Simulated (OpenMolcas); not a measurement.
Ag2+ (d9) on a cation site of an ionic host was computed by SS-CASPT2, IPEA 0.25 Eh, imaginary shift 0.1 Eh with the d shell active (OpenMolcas, ANO-RCC-VTZP on the metal). Its lowest spin-free states, and all those of the highest spin:

```json
{"2S+1": "2", "Degeneracy": "2", "E (cm-1)": "0"}
{"2S+1": "2", "Degeneracy": "3", "E (cm-1)": "10810"}
```

Q: Is the site octahedral, tetrahedral or cube-like, axial, or of lower symmetry?

A: The states with 2S+1 = 2 have orbital degeneracies 2, 3. Threefold states need a cubic site. For d9 at this spin an octahedron puts the twofold E below the threefold T2 and a tetrahedron or cube puts the threefold T2 below the twofold E, so the site is octahedral. The first gap at this spin, 10800 cm-1, is |10Dq| in ligand-field theory. The run had Ag2+ with its 6 nearest fluoride ions at 2.255 Å, on the Ca site of CsCaF3 (a = 4.526 Å, distance in the model lattice 2.263 Å). The rest of the host is ab initio model potentials to 7.6 Å, with orthogonalisation functions on the cations behind the ligands, and point charges beyond; the distance is set by hand and nothing relaxes. Ligand basis ANO-RCC-VDZP.

Roots that are degenerate in the reference are averaged as groups; the widest CASPT2 spread within a group is 110 cm-1 (the 3-fold group of multiplicity 2 near 10800 cm-1 above the lowest state of its run). Shifts and gaps below about the spread of the groups concerned are not significant. Over all roots computed the reference weight is 0.72 to 0.73; a low but even weight reflects the number of correlated electrons. An orbital doublet at a regular site is open to a Jahn-Teller distortion, which this geometry leaves out. Ligand-to-metal charge-transfer states are missing. With one d shell and no ligand orbital active, 10Dq can be off by a tenth or more. Free-ion shares, where given, are those of the reference states; single-state CASPT2 does not remix them. No measured value stands beside these numbers; the geometry was set by hand and not optimised.
